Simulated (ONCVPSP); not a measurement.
## Transferability test, ONCV potential for Sr (Z = 38)

* Element: strontium (Sr)
* Generator: ONCVPSP 4.0.1
* Type: optimised norm-conserving Vanderbilt (ONCV)
* Functional: BLYP
* Relativity: scalar-relativistic
* Frozen core: [Ar] 3d10
* Valence charge: 10
* Reference configuration: 4s2 4p6 5s1.5 (charge +0.5)
* Partial waves: 4s+5s: rc 2.50 bohr, ncon 5, nbas 8, qcut 4.6 1/bohr, 2 projectors; 4p: rc 1.75 bohr, ncon 4, nbas 7, qcut 5 1/bohr, 2 projectors, debl 2.9 Ha; d scattering state at 0.22 Ha: rc 1.90 bohr, ncon 4, nbas 8, qcut 4.5 1/bohr, 3 projectors, debl 3.9 Ha
* Local potential: polynomial inside 1.55 bohr (lpopt 5, dvloc0 3 Ha)
* Core correction: polynomial model core, fcfact 0.65

In the d channel the program set the typed energies aside and used 0.050, 3.950, 7.850 Ha.

Energies are relative to the spin-unpolarised reference configuration 4s2 4p6 5s1.5; without spin polarisation the order of configurations can differ from experiment.

Problem. Give the all-electron excitation energy and the error of the potential for: 4s2 4p6 5s2; 4s2 4p6 5s1; 4s2 4p6 5s0; 4s2 4p6 5s1 5p1.

Solution.

```tsv
valence configuration	charge	ΔE all-electron (eV)	error AE − PS (meV)
4s2 4p6 5s2	0	-2.279	+0.1
4s2 4p6 5s1	+1	3.529	-0.4
4s2 4p6 5s0	+2	14.655	-3.7
4s2 4p6 5s1 5p1	0	0.076	+0.3
```
